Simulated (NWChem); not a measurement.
System: PbO, singlet; SMILES [O]=[Pb]

The following NWChem deck was run.

```
start job
memory heap 200 mb stack 900 mb global 1100 mb
geometry units angstroms noautosym nocenter noautoz
  Pb     0.000000     0.000000    -0.162655
  O      0.000000     0.000000     1.741014
end
basis spherical
  * library def2-svpd
end
ecp
  Pb library def2-ecp
end
dft
  xc xpbe96 cpbe96
  iterations 150
end
property
  response 1 0.0
end
task dft property
```

NWChem printed, in part:

```
             Northwest Computational Chemistry Package (NWChem) 7.3.0
             --------------------------------------------------------

                             Geometry "geometry" -> ""
                             -------------------------

 Output coordinates in angstroms (scale by  1.889725989 to convert to a.u.)

  No.       Tag          Charge          X              Y              Z
 ---- ---------------- ---------- -------------- -------------- --------------
    1 Pb                  82.0000     0.00000000     0.00000000    -0.16265500
    2 O                    8.0000     0.00000000     0.00000000     1.74101400

 Effective nuclear repulsion energy (a.u.)     182.3532743055

                                 NWChem DFT Module
                                 -----------------

 Summary of "ao basis" -> "ao basis" (spherical)
 ------------------------------------------------------------------------------
       Tag                 Description            Shells   Functions and Types
 ---------------- ------------------------------  ------  ---------------------
 Pb                        def2-svpd                12       32   5s4p3d
 O                         def2-svpd                 9       23   4s3p2d

            General Information
            -------------------
          SCF calculation type: DFT
          Wavefunction type:  closed shell.
          No. of atoms     :     2
          No. of electrons :    30
           Alpha electrons :    15
            Beta electrons :    15
          Charge           :     0
          Spin multiplicity:     1
          Use of symmetry is: off; symmetry adaption is: off
          Maximum number of iterations: 150
          AO basis - number of functions:    55
                     number of shells:    21
          Convergence on energy requested:  1.00D-06
          Convergence on density requested:  1.00D-05
          Convergence on gradient requested:  5.00D-04

              XC Information
              --------------
          PerdewBurkeErnzerhof Exchange Functional  1.000
            Perdew 1991 LDA Correlation Functional  1.000 local
           PerdewBurkeErnz. Correlation Functional  1.000 non-local

             Grid Information
             ----------------
          Grid used for XC integration:  medium
          Radial quadrature: Mura-Knowles
          Angular quadrature: Lebedev.
          Tag              B.-S. Rad. Rad. Pts. Rad. Cut. Ang. Pts.
          ---              ---------- --------- --------- ---------
          Pb                  1.80      123          10.0       590
          O                   0.60       49          11.0       434
          Grid pruning is: on
          Number of quadrature shells:   172
          Spatial weights used:  Erf1

      Superposition of Atomic Density Guess
      -------------------------------------

 Sum of atomic energies:        -294.05411957

      Non-variational initial energy
      ------------------------------

 Total energy =    -266.321707
 1-e energy   =    -536.282294
 2-e energy   =     221.036537
 HOMO         =      -0.351764
 LUMO         =      -0.042463

   convergence    iter        energy       DeltaE   RMS-Dens  Diis-err
 ---------------- ----- ----------------- --------- --------- ---------
 d= 0,ls=0.0,diis     1   -267.6917100764 -3.17D+02  9.80D-02  1.76D+00
 d= 0,ls=0.0,diis     2   -260.9400451570  6.75D+00  9.05D-02  2.20D+01
 d= 0,ls=0.0,diis     3   -267.9762309083 -7.04D+00  7.50D-03  2.65D-02
 d= 0,ls=0.0,diis     4   -267.9793859984 -3.16D-03  2.39D-03  1.62D-02
 d= 0,ls=0.0,diis     5   -267.9815946112 -2.21D-03  2.33D-04  4.76D-03
  Resetting Diis
 d= 0,ls=0.0,diis     6   -267.9816411031 -4.65D-05  8.10D-05  4.58D-03
 d= 0,ls=0.0,diis     7   -267.9816443816 -3.28D-06  4.59D-03  4.61D-03
 d= 0,ls=0.0,diis     8   -267.9605260837  2.11D-02  3.83D-03  1.82D-01
 d= 0,ls=0.0,diis     9   -267.9822014461 -2.17D-02  1.67D-04  8.14D-05
 d= 0,ls=0.0,diis    10   -267.9822132591 -1.18D-05  2.56D-05  1.03D-05
 d= 0,ls=0.0,diis    11   -267.9822144509 -1.19D-06  9.16D-06  8.51D-07
 d= 0,ls=0.0,diis    12   -267.9822145587 -1.08D-07  7.56D-07  3.25D-09

         Total DFT energy =     -267.982214558662
      One electron energy =     -537.465873138089
           Coulomb energy =      245.092282650785
    Exchange-Corr. energy =      -24.532673275263
 Nuclear repulsion energy =       48.924049203904

 Numeric. integr. density =       29.999998005462

                       DFT Final Molecular Orbital Analysis
                       ------------------------------------

 Vector   13  Occ=2.000000D+00  E=-2.346318D-01
              MO Center= -2.3D-09, -1.9D-09,  1.4D+00, r^2= 1.5D+00
   Bfn.  Coefficient  Atom+Function         Bfn.  Coefficient  Atom+Function
  ----- ------------  ---------------      ----- ------------  ---------------
    37      0.465636  2 O  px                40      0.317579  2 O  px
    38      0.312789  2 O  py                12      0.216911  1 Pb px
    41      0.213333  2 O  py                13      0.145710  1 Pb py
    43      0.115456  2 O  px                21      0.093013  1 Pb d  1
    15      0.079009  1 Pb px                44      0.077557  2 O  py

[...]

 DFT Linear Response polarizability / au
 Frequency  =       0.0000000 / au
              X              Y              Z
 -----------------------------------------------
 X      36.1336242     -0.0000000     -0.0000000
 Y      -0.0000000     36.1336242      0.0000000
 Z      -0.0000000      0.0000000     59.6014166
 -----------------------------------------------
 Eigenvalues =      36.1336242     36.1336242     59.6014166
 Isotropic   =      43.9562217
 Anisotropic =      23.4677924
 -----------------------------------------------

 Magnetic Dipole Response Matrix (nonzero elements):

 Exiting AOResponse driver routine
```

Level: PBE/def2-SVPD with def2 effective core potentials on Pb. Low-valent species are run as closed-shell singlets; no triplet was tried in these runs. Coordinates come from a PBE0-D3(BJ)/def2-TZVP optimisation. def2 effective core potentials on Pb; no spin-orbit coupling.
